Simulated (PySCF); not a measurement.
hydrogen bromide (BrH), SMILES Br. Geometry optimised at PBE0-D3(BJ)/def2-TZVPD.

TDDFT-ωB97X/def2-TZVPD (PySCF) puts the lowest singlet excitations at 6.83, 6.83, 8.88, 8.88, 9.29, 9.29 eV and the lowest triplet (TDA) at 6.25 eV.

**Question.** What are the lowest singlet roots from EOM-CCSD/aug-cc-pVDZ run with PySCF 2.14.0? (The exact figures need the calculation; the answer reports its results.)

**Answer.** 6.84, 6.84, 8.94, 8.94, 9.62, 9.62 eV; triplets 6.35, 6.35, 8.52 eV. S1 differs by 0.01 eV (second minus first; roots are paired by order, and the bases may differ).
